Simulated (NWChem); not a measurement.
System: SiNH₅Te; SMILES N[Te][SiH3]

```xyz
8

Te    -0.3476     0.4867     0.0000
N      1.6037     1.1658     0.0000
H      2.0883     0.8107    -0.8237
H      2.0881     0.8114     0.8240
Si     0.1412    -1.9758     0.0000
H      0.9276    -2.3642     1.2111
H      0.9320    -2.3624    -1.2087
H     -1.1651    -2.7023    -0.0028
```
Atoms are numbered in this order, from 1.

All runs: NWChem. Coordinates come from a PBE0/def2-SVP optimisation. Not confirmed as a minimum by frequencies. def2 effective core potentials on Te; no spin-orbit coupling. Ions are spin-unrestricted doublets at the neutral geometry; other ion states weren't tried.

For level B3LYP/def2-SVP:

```yaml
"−ε(HOMO) (eV)": 6.04
```

Task: What are these values for level PBE/def2-SVP?

Result: −ε(HOMO) (eV): 5.22
